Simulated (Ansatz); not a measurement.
Born–Oppenheimer molecular dynamics of BClFH3O (7 atoms, charge 0, multiplicity 1). It starts at the highest image of a converged band. Of that band: The profile has 2 maxima (images 3, 5) with wells between them (image 4): this band takes more than one step, which may be the mechanism or a detour left from its start path. Neighbouring images differ by up to 2.0 eV, so the band resolves the path poorly. A vibrational analysis at the climbing image gives one clearly imaginary mode, 1198i cm⁻¹: a first-order saddle point.

Computed with RKS B3LYP/def2-SVP in Ansatz 0.2.0.

* ensemble: NVE (velocity Verlet)
* time step: 0.5 fs
* steps asked: 200
* starting velocities drawn for: 100 K
* seed: 8684

First frame:

```xyz
7
Properties=species:S:1:pos:R:3
B -0.018 0.117 0.143
H 0.313 -0.143 1.423
Cl 1.327 -0.299 -0.964
O -1.302 -0.249 -0.093
H -1.466 -0.537 -0.999
F 0.077 1.710 0.546
H 0.269 0.897 1.364
```

**Question.** How far do the bonds stretch over the last three quarters of this one trajectory? (Pairs bonded in most of those frames.)

**Answer.** 
```json
{"bond": "B1–Cl3", "mean (Å)": "1.778", "spread (Å)": "0.051", "shortest": "1.69", "longest": "1.87"}
{"bond": "B1–O4", "mean (Å)": "1.364", "spread (Å)": "0.056", "shortest": "1.27", "longest": "1.46"}
{"bond": "B1–F6", "mean (Å)": "1.335", "spread (Å)": "0.072", "shortest": "1.19", "longest": "1.47"}
{"bond": "H2–H7", "mean (Å)": "0.763", "spread (Å)": "0.013", "shortest": "0.74", "longest": "0.78"}
{"bond": "O4–H5", "mean (Å)": "0.974", "spread (Å)": "0.012", "shortest": "0.95", "longest": "1.00"}
```

Mean temperature of the second half: 2606 K. The conserved energy stayed within 0.27 meV per atom of its start (net change -0.11 meV per atom), so the integration is sound. The kinetic energy rose, since the run started high on the potential surface and went downhill. It ends in pieces (BClFHO + H2), so much of that is their flight and rotation, not heat. A run of 0.1 ps of so small a system gives no equilibrium averages. The orbitals stay closed-shell, which can raise the energy where a bond breaks towards radicals; this wasn't checked here.

Time of the run: 6.5 min on 1 thread of Arm Neoverse V2, on a shared host, peak memory 0.16 GiB.
